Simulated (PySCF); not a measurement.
PbCl, SMILES [Cl][Pb+] (connectivity only; charge and spin as stated), charge +1, multiplicity 1. Atoms are numbered in the order given.

```xyz
2

Pb     0.0000     0.0000    -0.4075
Cl     0.0000     0.0000     1.9654
```
Charge +1, spin multiplicity 1.

Coordinates come from a B3LYP-D3(BJ)/def2-TZVP optimisation. The multiplicity is an assumed one; other spin states were not compared. The def2 effective core potentials stand for the cores of Pb; spin–orbit coupling is left out.

Level of theory: PBE/def2-TZVPD (PySCF).

The molecule is in vacuum.

Computed frontier levels, gap, dipole moment and polarisability:
```json
{
 "highest_occupied_level": "-13.37 eV",
 "lowest_empty_level": "-9.59 eV",
 "orbital_gap": "3.78 eV",
 "dipole_moment_about_the_centre_of_nuclear_charge": "2.64 D",
 "mean_static_polarisability": "42.6 bohr³ (6.31 Å³)",
 "polarisability_principal_values": "31.5, 31.5, 64.8 bohr³"
}
```
